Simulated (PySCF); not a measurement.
**Small edits and their spectra**

Starting compound: `C1[C@H](F)C[C@@H]1[SiH]([SiH3])[SiH3]`, C4H13FSi3.

1H NMR (500 MHz, computed): δ 5.20 (m, 1H), 3.86 (m, 1H), 3.47 (d, 6H), 2.66 (m, 2H), 2.19 (m, 2H), 1.15 (m, 1H). 13C{1H} NMR (computed): δ 88.4 (CH), 39.3 (CH2), 8.5 (CH).

Non-relativistic Hamiltonian, in vacuum, a single conformation, averaged over atoms made equivalent by symmetry, fast rotation or ring inversion. GIAO PBE0/pcSseg-1 shieldings; GFN2-xTB structure; PySCF 2.14.0 with density-fitted response routines.

References, each an isolated molecule treated in the same way: TMS for 1H, 13C. Splittings of carbon signals by F and P are missing where no couplings were computed. Where no couplings were computed, multiplicities follow the n + 1 count of equivalent neighbours, and m marks all less simple cases (inequivalent or close neighbours, rings, F or P nearby). Shifts are as computed. Against solution values, carbons near 30 ppm lie about +3 ppm off and those near 130 ppm about +5 ppm. Of 1211 compounds with measured shifts, 218 miss one by over three times the rms of a fit or turn the order of signals round; such compounds aren't used in these exercises.

Problem. What are the spectra after this edit: C replaced by Si, giving `F[Si@H]1C[C@H]([SiH]([SiH3])[SiH3])C1`?

Solution. 1H NMR (500 MHz, computed): δ 5.88 (m, 1H), 3.84 (m, 1H), 3.45 (d, 6H), 2.14 (m, 2H), 1.96 (m, 1H), 1.48 (m, 2H). 13C{1H} NMR (computed): δ 32.3 (CH2), 15.1 (CH).

Problem. What are the spectra after this edit: Si replaced by C, giving `C[Si@@H]([SiH3])[C@H]1C[C@H](F)C1`?

Solution. 1H NMR (500 MHz, computed): δ 5.16 (m, 1H), 4.09 (m, 1H), 3.31 (d, 3H), 2.71 (m, 1H), 2.65 (m, 1H), 2.32 (m, 1H), 2.19 (m, 1H), 1.43 (m, 1H), 0.20 (d, 3H). 13C{1H} NMR (computed): δ 88.6 (CH), 36.0 (CH2), 34.5 (CH2), 8.9 (CH), -5.7 (CH3).
